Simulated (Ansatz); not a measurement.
Computed with Ansatz on PBE0-D4/def2-TZVP structures; ΔE is electronic, products minus reactants. CBS: MP2 limit from def2 TZ/QZ plus the TZ coupled-cluster correction, frozen cores. This one scheme is used for every species. Functionals use def2-TZVPP. B3LYP here is the variant with VWN-RPA as its local correlation; programs differ in this. For Se outer-core shells are correlated without core-valence functions, which leaves a few kJ/mol of doubt a bond. Scalar relativity is left out up to krypton. Each species was taken in one conformer, which may not be the lowest.

Consider the formal exchange of groups at the Se–Al bond: `[NH2][AlH][SeH]` + `FC[SiH3]` → `FC([SiH3])[SeH]` + `[NH2][AlH2]`.

**Question.** Is it downhill or uphill in electronic energy at CCSD(T)/CBS, and by how much? (Estimate.)

**Answer.** Computed: Uphill: ΔE = +1.63 eV.

**Question.** What do these levels give: PBE-D4, B3LYP-D4, r2SCAN, MP2/def2-TZVPP, CCSD(T)/def2-TZVPP, SCS-MP2/def2-QZVPP? (Best estimate.)

**Answer.** Ansatz gave: PBE-D4 1.53, B3LYP-D4 1.58, r2SCAN 1.64, MP2/def2-TZVPP 1.62, CCSD(T)/def2-TZVPP 1.61, SCS-MP2/def2-QZVPP 1.63 eV.

Largest T1 diagnostic among the species: 0.011.

The D4 term adds −0.05 eV with B3LYP and −0.03 eV with PBE0; it sums over pairs of atoms, weighted by their polarisabilities, and B3LYP, whose exchange is more repulsive, gets the larger term. In def2-TZVPP, CCSD(T) changes the Hartree–Fock value by −0.21 eV (the triples alone add −0.04 eV) and MP2 by −0.19 eV. From PBE to PBE0 (25 % exact exchange), in def2-TZVPP and without D4, ΔE moves by +0.09 eV.
